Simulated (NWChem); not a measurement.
Molecule: SiNH$_{2}$Cl$_{2}$F; SMILES N[Si](F)(Cl)Cl

```xyz
7

N      1.3777    -0.0644     1.3228
Si     0.3292    -0.0049    -0.0152
F      1.0515    -0.1546    -1.4688
Cl    -1.0024    -1.5660     0.1095
Cl    -0.6117     1.8227    -0.0454
H      1.9416     0.7428     1.5930
H      1.7457    -0.9505     1.6719
```
Atoms are numbered in this order, from 1.

Computed with NWChem. Pople sets run with spherical d functions. STO-3G and 3-21G are far too small for this property and stand as cheap habits. Geometry: optimised at PBE-D3(BJ)/def2-SVP. B3LYP is NWChem's, with the RPA form of VWN correlation. Field at 589 nm.

Question: Order these by “anisotropy (bohr³)”, lowest first: B3LYP/def2-SVP; B3LYP/def2-SVPD; B3LYP/6-31G*.

Answer: B3LYP/def2-SVPD (14.1), B3LYP/def2-SVP (15.2), B3LYP/6-31G* (16.5)
